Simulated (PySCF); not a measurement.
# Curvature of the energy in the electron number along the 3d series

Calculated with PySCF 2.14, in jorge-DZP-DKH, spin-free X2C: one orbital is emptied in steps, and each cell gives the departure of E from the straight line at half an electron, in eV (from a cubic fit). The exact functional gives zero.

| species | orbital | LDA | PBE | r2SCAN | PBE0 | BHandHLYP | LC-wPBE | UHF |
| --- | --- | --- | --- | --- | --- | --- | --- | --- |
| Ti | 4s beta | -0.67 | -0.65 | -0.51 | -0.46 | -0.36 | 0.02 | 0.04 |
| Cr | 4s alpha | -0.77 | -0.77 | -0.70 | -0.55 | -0.36 | 0.00 | 0.02 |
| Mn | 4s beta | -0.73 | -0.68 | -0.54 | -0.48 | -0.41 | 0.01 | 0.04 |
| Cu | 4s alpha | -0.88 | -0.88 | -0.78 | -0.63 | -0.44 | -0.04 | 0.01 |
| Zn | 4s beta | -0.94 | -0.92 | -0.80 | -0.66 | -0.46 | -0.03 | 0.07 |

Problem. How does the mean departure depend on the functional?

Solution. LDA -0.80 eV; PBE -0.78 eV; r2SCAN -0.67 eV; PBE0 -0.56 eV; BHandHLYP -0.41 eV; LC-wPBE -0.01 eV; UHF 0.03 eV. Semilocal functionals are convex (delocalisation error), Hartree-Fock is concave or straight, and exact exchange removes curvature roughly in proportion to its share, so among the functionals the range-separated hybrids usually come closest to zero.
